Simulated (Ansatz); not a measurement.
Saddle point of SnH5O2, doublet (HO₂ ([O][OH]) + SnH₄ → H₂O₂ ([OH][OH]) + SnH₃; bonds formed: H1–O3; bonds broken: H1–Sn2), PBE0-D4/def2-TZVP structure:

H1  (-0.395, -0.155, -0.429)
Sn2  (1.392, 0.020, -0.148)
O3  (-1.786, -0.273, -0.627)
O4  (-2.394, -0.372, 0.576)
H5  (1.641, 1.175, 1.087)
H6  (2.043, -1.482, 0.333)
H7  (2.151, 0.549, -1.582)
H8  (-2.652, 0.538, 0.789)
(Å)

Energies are electronic, without zero-point energy. Barriers and step energies count from the start structure reached by relaxing down the imaginary mode; all methods use the PBE0-D4 structures, on which another method's saddle can fall below an end. Program: Ansatz 0.2.0. Basis: def2-TZVPP, with def2-QZVPP for the basis limit. Cores are frozen in the correlated methods; orbitals are unrestricted. Filled d shells of the heavier atoms are correlated. Core potentials replace the inner electrons of the atoms past krypton. The def2 sets are not built for correlating such inner shells, so the correlated values are less sure here. B3LYP uses VWN-RPA correlation. Extrapolation: Hartree–Fock as exp(−7.88 √X), correlation as X^−2.97.

| method | barrier (kJ/mol) | step energy (kJ/mol) |
| --- | --- | --- |
| SPW92 | ? | -35.3 |
| PBE-D4 | 25.5 | -31.6 |
| BLYP-D4 | 27.9 | -31.5 |
| r2SCAN-D4 | ? | -32.0 |
| B97M-V | 49.1 | -19.4 |
| PBE0-D4 | 44.7 | -33.7 |
| B3LYP-D4 | 42.4 | -34.0 |
| r2SCAN0-D4 | 50.5 | -33.6 |
| BHLYP-D4 | 64.0 | -30.5 |
| CAM-B3LYP-D4 | 52.8 | -31.8 |
| wB97X-V | 61.2 | -23.1 |
| wB97M-V | 58.3 | -39.1 |
| B2PLYP | 51.4 | -39.2 |
| PBE-QIDH | 59.8 | -41.7 |
| RPA on PBE | 63.0 | -31.2 |
| HF | ? | -15.7 |
| MP2 | 63.0 | -72.5 |
| CCSD | 66.5 | -42.5 |
| CCSD(T) | 61.2 | -42.7 |

Fill in the withheld barriers. (To be estimated.)

The calculation gives: HF 97.1; r2SCAN-D4 36.0; SPW92 10.9 kJ/mol. Each is the energy of the saddle less that of the start structure, by the same method.

For comparison, the barrier by CCSD(T) at an estimated basis limit (MP2 extrapolated from triple and quadruple zeta, plus CCSD(T) − MP2 in triple zeta) is 59.3 kJ/mol.

The T1 diagnostic stays at or below 0.024. ⟨S²⟩ of the unrestricted Hartree–Fock references: 0.75 to 0.79 (a pure state has 0.75).

Labels in which every atom is bracketed show which atoms are joined, not bond orders.

For scale, one of the runs: CCSD(T)/def2-TZVPP, 182 basis functions, launched by `ansatz run in.yaml --threads 4 --pin off --events-out ev --progress --plain --max-ram 9574MiB`. The run took 4.6 min on 4 CPU threads of an Arm Neoverse V1 (shared host), with 5.6 GiB of host memory at its peak.
